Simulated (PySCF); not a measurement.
**Structure elucidation problem**

Molecular formula: C₃H₁₀N₂Si₃. Simulated spectra:

¹H NMR (600 MHz, computed): δ 5.01 (m, 2H), 4.87 (m, 2H), 2.76 (s, 3H), 0.38 (m, 1H), 0.35 (m, 1H), 0.32 (br s, 1H).

¹³C{¹H} NMR (computed): δ 124.9 (C), 32.3 (CH3), -14.8 (CH2).

Averaged over atoms made equivalent by symmetry, fast rotation or ring inversion, no relativistic terms, single conformer, no solvent. GFN2-xTB geometry; GIAO PBE0/pcSseg-1 shieldings; PySCF 2.14.0 with density-fitted response routines.

δ = σ(ref) − σ, references computed at the same level: ¹H (σ = 31.72 ppm) and ¹³C (σ = 186.93 ppm) against TMS.

Question: Deduce the structure.

Answer: 
- Rings plus π bonds: 3 (1 ring in the answer).
- 3 carbon signals for 3 carbons: no two carbons are equivalent.
- Carbon types of the structure: 1 × C, 1 × CH2, 1 × CH3, leaving 5 H on heteroatoms.
- δC 124.9: nitrile carbon; this is the usual window of a C≡N carbon, which has no attached hydrogen.
- δC 32.3: methyl carbon bonded to N; pulled downfield by the heteroatom.
- δC -14.8: sp3 CH2 bonded to 2 Si; an electropositive neighbour leaves it electron-rich and shielded.
- δH 5.01, 4.87: hydrogen on a silicon bonded to C, Si, in a 4-membered ring.
- δH 2.76: hydrogen on a methyl carbon bonded to N; its carbon carries N, an electronegative neighbour.
- δH 0.38, 0.35: hydrogen on an sp3 CH2 bonded to 2 Si; an electropositive neighbour shields it, as in TMS itself.
- δH 0.32: hydrogen on a nitrogen bonded to C, Si; labile proton, position sensitive to the medium.

Structure: `CN[Si]1(C#N)[SiH2]C[SiH2]1`.

The shifts were computed for this structure.

OH and NH positions are those of a molecule without intermolecular hydrogen bonds; in solution they move with solvent, concentration and temperature, and exchange usually removes their couplings. Shifts are as computed. Against solution values, carbons near 30 ppm lie about +3 ppm off and those near 130 ppm about +5 ppm. Of 1211 compounds with measured shifts, 218 miss one by over three times the rms of a fit or turn the order of signals round; such compounds aren't used in these exercises. Multiplicities follow the n + 1 count of equivalent neighbours, as no J values were calculated; m marks all less simple cases, F and P coupling included.
